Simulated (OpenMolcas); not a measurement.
## Ne²⁺: CASPT2 settings compared

- Program: OpenMolcas
- Basis: ANO-RCC-VDZP [3s2p1d]
- Scalar Hamiltonian: X2C, point nucleus
- Active space: 6 electrons in 4 orbitals (2s 2p)
- State averaging: 2S+1 = 3 even, 3 roots; 2S+1 = 1 even, 6 roots; 2S+1 = 3 odd, 3 roots; 2S+1 = 1 odd, 3 roots (0 in the spin-orbit step)
- Spin-orbit coupling: RASSI with atomic mean-field integrals over the reference wave functions, term energies averaged over their components

Methods on the same reference wave functions:
A. CASSCF
B. SS-CASPT2, IPEA 0.2 Eh, sigma1 regulariser 0.3 Eh (closed shells correlated: 1s)
C. XMS-CASPT2, IPEA 0.1 Eh, sigma1 regulariser 0.25 Eh (closed shells correlated: 1s)

Energies in eV above 2s2 2p4 3P2, the measured ground level; measured values from Moore, Atomic Energy Levels, vol. I, NSRDS-NBS 35 (1971 reprint of NBS Circular 467, 1949).

| Level | A | B | C | Measured |
| --- | --- | --- | --- | --- |
| 2s2 2p4 3P2 | 0.0000 | 0.0000 | 0.0000 | 0.0000 |
| 2s2 2p4 3P1 | 0.0778 | 0.0778 | 0.0778 | 0.0806 |
| 2s2 2p4 3P0 | 0.1144 | 0.1146 | 0.1146 | 0.1149 |
| 2s2 2p4 1D2 | 3.4194 | 3.344 | 3.365 | 3.2039 |
| 2s2 2p4 1S0 | 6.5053 | 6.958 | 7.058 | 6.9117 |
| 2s 2p5 3P* 2 | 26.6369 | 25.657 | 25.620 |  |
| 2s 2p5 3P* 1 | 26.7120 | 25.732 | 25.695 | 25.4018 |
| 2s 2p5 3P* 0 | 26.7495 | 25.770 | 25.732 | 25.4421 |

Deviations, from unrounded energies. A percentage is the sum of absolute deviations over the sum of measured energies, with the sign that they share, or ± where signs differ.

```json
{"Against measurement": "mean absolute deviation (cm-1)", "Levels": "6", "A": "4400", "B": "1100", "C": "1200"}
{"Against measurement": "fine structure of the ground term (%)", "Levels": "2", "A": "-1.7", "B": "-1.6", "C": "-1.6"}
{"Against measurement": "other terms of the ground configuration (%)", "Levels": "2", "A": "±6.1", "B": "+1.8", "C": "+3.0"}
{"Against measurement": "other configurations (%)", "Levels": "2", "A": "+5.1", "B": "+1.3", "C": "+1.1"}
```

B, C lie about equally close to measurement and A furthest from it. The largest miss of B in the table is 2s 2p5 3P* 1, by +2700 cm-1. The ranking rests on the paired levels alone, and a cruder setting can come out closer through cancelling errors.

Between B and C the level of the table that moves most is 2s2 2p4 1S0, by 800 cm-1 (lowest in B, highest in C). Moves below CASPT2's spread within the term are not significant.

The mean deviations of B to C differ by less than CASPT2's widest spread within a term (180 cm-1), so their order carries little weight.

From A to B the spin-free energies of the other terms of 2s2 2p4 shown, above 3P, scale by factors of 0.98 to 1.07.

The lowest spin-free term lies below A's lowest term by 0.120 hartree in B, 0.124 hartree in C.

CASPT2 breaks the degeneracy within a term, and the mean is taken; among the terms shown or strongly mixed into the levels shown the widest spread is 180 cm-1 (2s2 2p4 1D, C). Computed and measured levels are paired by configuration, term and J; levels that our copy of the source lacks, or whose pairing is in doubt (as where it misses far off the trend of its configuration), stay unpaired and out of the deviations. Only configurations of the active space appear.

* marks odd parity.
